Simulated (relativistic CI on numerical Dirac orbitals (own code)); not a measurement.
## How the errors of a small relativistic CI change along the 17-electron sequence

Levels calculated with a relativistic CI code on KLI orbitals, against measured ones, in five cumulative steps: (1) Dirac-Coulomb, each configuration alone; (2) with Breit and QED terms; (3) with configuration mixing; (4) with scaled Slater integrals; (5) with a P86 correlation estimate. Each ion has its own short list of configurations; levels above 2,000 cm⁻¹ that pair in every step are counted, and ions without enough such levels are left out. The scale is 0.85 up to charge 4 and 0.9 beyond; P86 is a density functional added for each configuration.

Median relative error (%):

```
    Ion   Ground  Levels  (1)  (2)   (3)  (4)  (5)
   Cl I  3s2 3p5      19  9.8  9.8  11.6  9.9  2.9
  Ar II  3s2 3p5      17  3.7  3.7   2.6  2.9  4.9
  K III  3s2 3p5      27  2.8  2.8   2.2  1.6  3.5
  Ca IV  3s2 3p5      20  1.8  1.8   1.9  1.7  3.5
   Sc V  3s2 3p5      12  1.3  1.2   2.3  1.9  2.4
  Ti VI  3s2 3p5      25  0.9  0.9   2.0  1.3  2.3
  V VII  3s2 3p5      10  0.6  0.7   2.1  1.8  3.0
Cr VIII  3s2 3p5       9  0.5  0.5   1.3  1.2  2.2
```

Mean absolute error (cm⁻¹):

| Ion | (1) | (2) | (3) | (4) | (5) |
| --- | --- | --- | --- | --- | --- |
| Cl I | 7450 | 7471 | 8771 | 7595 | 1950 |
| Ar II | 4486 | 4551 | 3143 | 2870 | 6752 |
| K III | 7809 | 7857 | 6143 | 4521 | 8825 |
| Ca IV | 8291 | 8319 | 5860 | 5472 | 9981 |
| Sc V | 11723 | 11749 | 7870 | 4914 | 8011 |
| Ti VI | 8138 | 8194 | 8617 | 5740 | 9815 |
| V VII | 8772 | 8754 | 11356 | 9365 | 15165 |
| Cr VIII | 9815 | 9747 | 7539 | 6956 | 11969 |

In step (3), fully ab initio, the relative error is 11.6 % for Cl I and 1.3 % for Cr VIII, while the absolute error goes from 8771 to 7539 cm⁻¹. Level energies grow with the charge (linearly within a shell, quadratically where n changes), mostly faster than the correlation that the model misses, so the relative error falls. The sets of levels differ from ion to ion, which blurs the trend. Mixing (step 3) lowers the mean absolute error for 5 of the 8 ions and scaling (step 4) for 8. The P86 step changes the mean absolute error by a factor of 0.3 for the first ion and 1.7 for the last.

Sources of the measured levels: Cl I, NIST Handbook of Basic Atomic Spectroscopic Data (Sansonetti and Martin, J. Phys. Chem. Ref. Data 34, 1559 (2005)); Ar II, NIST Handbook of Basic Atomic Spectroscopic Data (Sansonetti and Martin, J. Phys. Chem. Ref. Data 34, 1559 (2005)); K III, Sansonetti, J. Phys. Chem. Ref. Data 37, 7 (2008); Ca IV, Sugar and Corliss, J. Phys. Chem. Ref. Data 8, 865 (1979); Sc V, Sugar and Corliss, J. Phys. Chem. Ref. Data 9, 473 (1980); Ti VI, Corliss and Sugar, J. Phys. Chem. Ref. Data 8, 1 (1979); V VII, Sugar and Corliss, J. Phys. Chem. Ref. Data 7, 1191 (1978); Cr VIII, Sugar and Corliss, J. Phys. Chem. Ref. Data 6, 317 (1977). Some J values or terms were assigned by a fit.
